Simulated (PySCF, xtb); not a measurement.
BClHI. Atoms are numbered in the order given.

```xyz
4

B     -0.7916     1.0419     0.0000
Cl     0.2054     2.4617     0.0000
H     -1.9678     1.1473     0.0000
I      0.0459    -0.9095     0.0000
```

The structure is a stationary point at B3LYP-D3(BJ)/def2-TZVP. The def2 effective core potentials stand for the cores of I; spin–orbit coupling is left out.

The numbers are results of IEF-PCM-M06-2X/def2-SVP in PySCF, not measurements.

The values are the electrostatic part of the solvation free energy, E(continuum) − E(gas) at the gas-phase geometry, in a cavity of scaled van der Waals radii (PySCF's table); cavitation and dispersion terms are not included. In vacuum the orbital gap is 7.79 eV. The dipole moment in vacuum is 0.52 D.

Q: Estimate the values in water (ε = 78.36), N,N-dimethylformamide (ε = 37.22), methanol (ε = 32.61). (The exact figures need the calculation; the answer reports its results.)

A: 
```tsv
solvent	ε	ΔG(elec) (kcal/mol)	dipole (D)	gap (eV)
water	78.36	-0.8	0.70	7.93
N,N-dimethylformamide	37.22	-0.8	0.70	7.93
methanol	32.61	-0.8	0.69	7.93
```

For comparison, GFN2-xTB/ALPB(water) (xtb, at the GFN2-xTB geometry, all terms of that model) gives -1.7 kcal/mol.
